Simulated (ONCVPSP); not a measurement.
# An all-electron radial function and its pseudo partner (fluorine)

Columns: radius, all-electron u(r) and pseudo u(r) of the 2p shell (level -11.30 eV) of fluorine in the configuration [He] 2s2 2p5; LDA (Perdew-Zunger), non-relativistic, ONCV scheme, ONCVPSP 4.0.1.

| r (bohr) | all-electron | pseudo |
| --- | --- | --- |
| 0.090 | 0.1172 | 0.0386 |
| 0.180 | 0.3278 | 0.1472 |
| 0.270 | 0.5284 | 0.3063 |
| 0.360 | 0.6864 | 0.4887 |
| 0.450 | 0.7967 | 0.6659 |
| 0.540 | 0.8641 | 0.8136 |
| 0.630 | 0.8971 | 0.9171 |
| 0.720 | 0.9039 | 0.9711 |
| 0.810 | 0.8919 | 0.9800 |
| 0.900 | 0.8670 | 0.9541 |
| 0.990 | 0.8335 | 0.9058 |
| 1.080 | 0.7947 | 0.8469 |
| 1.170 | 0.7530 | 0.7861 |
| 1.260 | 0.7101 | 0.7284 |
| 1.350 | 0.6672 | 0.6758 |
| 1.440 | 0.6250 | 0.6283 |
| 1.530 | 0.5841 | 0.5851 |
| 1.620 | 0.5448 | 0.5450 |
| 1.710 | 0.5074 | 0.5074 |
| 1.800 | 0.4719 | 0.4719 |
| 1.890 | 0.4384 | 0.4384 |
| 1.980 | 0.4069 | 0.4069 |
| 2.070 | 0.3773 | 0.3773 |
| 2.160 | 0.3496 | 0.3496 |
| 2.250 | 0.3238 | 0.3238 |
| 2.340 | 0.2997 | 0.2997 |

Task: How many radial nodes do the two functions have?

Result: The all-electron 2p function has n − l − 1 = 0; the pseudo-wave has 0.

Task: At about which radius was the pseudo-wave matched?

Result: 1.80 bohr. The columns agree to 0.0005 from 1.62 bohr on; several derivatives are matched, so the curves merge somewhat inside the radius.

Task: Is the pseudo-wave norm-conserving?

Result: Yes: the ONCV scheme keeps the norm inside the radius equal to the all-electron one, which fixes the energy derivative of the logarithmic derivative at the level.
